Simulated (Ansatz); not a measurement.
One change: `C#C[Si](F)(Cl)Cl` becomes `O[SiH2]O[Si](F)(Cl)Cl`.

Ansatz, PBE0-D4/def2-TZVP geometries, multiplicity 1. Each molecule was computed in one conformer, which needn't be the lowest.

```json
{"property": "HOMO energy (PBE/def2-TZVPP) / eV", "`C#C[Si](F)(Cl)Cl`": "-7.71"}
{"property": "LUMO energy (PBE0/def2-TZVPP) / eV", "`C#C[Si](F)(Cl)Cl`": "-0.97"}
{"property": "HOMO energy (B3LYP/def2-TZVPP) / eV", "`C#C[Si](F)(Cl)Cl`": "-8.72"}
{"property": "HOMO energy (PBE0/def2-TZVPP) / eV", "`C#C[Si](F)(Cl)Cl`": "-8.99"}
{"property": "size of the dipole moment (B3LYP/def2-TZVPP) / D", "`C#C[Si](F)(Cl)Cl`": "2.07"}
{"property": "size of the dipole moment (ωB97M-V/def2-TZVPP) / D", "`C#C[Si](F)(Cl)Cl`": "2.08"}
```

**Question.** Give the same properties after the change, and the shifts. (Best estimate.)

**Answer.** Ansatz gave: 
```json
{"property": "HOMO energy (PBE/def2-TZVPP) / eV", "`O[SiH2]O[Si](F)(Cl)Cl`": "-7.80", "shift": "-0.09"}
{"property": "LUMO energy (PBE0/def2-TZVPP) / eV", "`O[SiH2]O[Si](F)(Cl)Cl`": "0.20", "shift": "1.17"}
{"property": "HOMO energy (B3LYP/def2-TZVPP) / eV", "`O[SiH2]O[Si](F)(Cl)Cl`": "-9.05", "shift": "-0.33"}
{"property": "HOMO energy (PBE0/def2-TZVPP) / eV", "`O[SiH2]O[Si](F)(Cl)Cl`": "-9.27", "shift": "-0.28"}
{"property": "size of the dipole moment (B3LYP/def2-TZVPP) / D", "`O[SiH2]O[Si](F)(Cl)Cl`": "1.80", "shift": "-0.27"}
{"property": "size of the dipole moment (ωB97M-V/def2-TZVPP) / D", "`O[SiH2]O[Si](F)(Cl)Cl`": "1.79", "shift": "-0.29"}
```

With PBE0 the HOMO falls by 0.28 eV and the LUMO rises by 1.17 eV, so the gap widens by about 1.45 eV. PBE moves the HOMO by -0.09 eV and ωB97M-V by -0.32 eV. Dipoles are sizes alone; their direction can turn.

B3LYP here is the variant with VWN-RPA as its local correlation; programs differ in this.
